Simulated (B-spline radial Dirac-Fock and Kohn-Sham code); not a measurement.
# V³⁺ 3p1/2: cross section and angular parameters

System: vanadium as V³⁺, configuration [Ar] 3d2; threshold 85.87 eV (orbital energy of the model). Method: Dirac-Hartree-Slater photoionisation with a Latter tail; cross sections with all multipoles, angular parameters from the dipole term and its interference with E2. Computed with an atomic code on a B-spline grid.

For linearly polarised light dσ/dΩ = σ/(4π) [1 + β P₂(cos θ) + (δ + γ cos²θ) sin θ cos φ], with θ from the polarisation vector and φ the angle between the beam and the projection of the electron momentum on the plane normal to the polarisation.

```
hν (eV)   σ (kb)      β       γ       δ
    142      396  1.139   0.090   0.001
    150      385  1.209   0.073   0.000
    158      373  1.268   0.058  -0.001
    191      314  1.427   0.012  -0.001
    272      196  1.577  -0.021   0.001
    319      151  1.607  -0.014   0.002
    380      111  1.624   0.007   0.003
    600     44.2  1.607   0.116   0.007
    615     41.9  1.604   0.123   0.008
    756     26.3  1.571   0.195   0.010
   1250     7.61  1.448   0.403   0.021
 1486.9     4.81  1.394   0.483   0.027
   2000     2.13  1.288   0.623   0.041
   2050     1.99  1.279   0.635   0.042
   2200     1.62  1.252   0.668   0.046
   2540     1.07  1.194   0.736   0.055
 2984.4    0.663  1.126   0.812   0.068
   3760    0.327  1.026   0.920   0.089
   4640    0.168  0.932   1.016   0.113
   6080        ?      ?       ?       ?
   8230   0.0253  0.681   1.246   0.202
   9970   0.0131  0.604   1.317   0.241
  10300   0.0117  0.591   1.329   0.248
  12000  0.00688  0.533   1.386   0.282
  15000  0.00312  0.454   1.474   0.337
```

Question: Give the values at 6080 eV.

Answer: σ = 0.0700 kb, β = 0.811, γ = 1.130, δ = 0.150.
